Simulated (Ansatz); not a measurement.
Geometry optimisation, RKS revPBE-D4/6-31G* in Ansatz 0.2.0.

The input (input.yaml):

```yaml
crystal:
  periodic: [false, false, false]
  atoms:
    - { symbol: Al, position_ang: [0.061551, 0.453158, -0.496601] }
    - { symbol: O, position_ang: [0.091617, 0.128066, 2.444526] }
    - { symbol: Si, position_ang: [-1.346806, -0.394229, 3.193962] }
    - { symbol: H, position_ang: [-2.180796, -1.207075, 2.250753] }
    - { symbol: H, position_ang: [-0.97334, -1.244605, 4.368321] }
    - { symbol: H, position_ang: [-2.138756, 0.797189, 3.645222] }
    - { symbol: F, position_ang: [1.452505, -0.192533, -1.12775] }
    - { symbol: F, position_ang: [-1.422795, -0.221685, -0.803238] }
    - { symbol: F, position_ang: [0.110703, 1.944991, 0.282935] }
    - { symbol: H, position_ang: [0.091617, 1.095924, 2.228571] }
basis:
  gaussian: { orbitals: "6-31G*" }
hamiltonian:
  xc: revpbe
  dispersion: d4
relax:
  f_tol: 0.03
  max_steps: 50
```

Run as:

```bash
$ ansatz run input.yaml --threads 2 --pin off --max-ram 3072MiB --backend cpu --events-out ev --progress --plain --runs-dir out
```

Task: Where does it end, and by what steps?

Result: It converged. After 15 steps the energy has fallen by 0.921 eV; F8 moved furthest, 1.03 Å. Joined: Al1–O2 (2.96 → 1.96 Å).

```
step  energy less start (eV)  largest force component (eV/Å)  accepted
   0                  0.0000                           0.738       yes
   1                 -0.1644                           0.914       yes
   2                 -0.4349                           0.803       yes
   3                 -0.6800                           0.708       yes
   4                 -0.7631                           0.369       yes
   5                 -0.7958                           0.157       yes
   6                 -0.8376                           0.285       yes
   7                 -0.8730                           0.210       yes
   8                 -0.8890                           0.551       yes
   9                 -0.9122                           0.118       yes
  10                 -0.9049                           0.318        no
  11                 -0.9173                           0.048       yes
  12                 -0.9198                           0.076       yes
  13                 -0.9206                           0.070       yes
  14                 -0.9211                           0.040       yes
  15                 -0.9214                           0.017       yes
```

```xyz
10
Properties=species:S:1:pos:R:3
Al -0.095 0.556 0.094
O 0.097 0.153 2.001
Si -1.344 -0.456 2.812
H -1.652 -1.742 2.141
H -0.885 -0.669 4.222
H -2.444 0.545 2.782
F 0.890 -0.491 -0.760
F -1.751 0.207 0.076
F 0.371 2.169 0.161
H 0.560 0.887 2.457
```

Whether the end is a true minimum wasn't checked by a vibrational analysis.

Run time: 42 s on 2 threads of Arm Neoverse V1, on a shared host, peak memory 0.15 GiB.
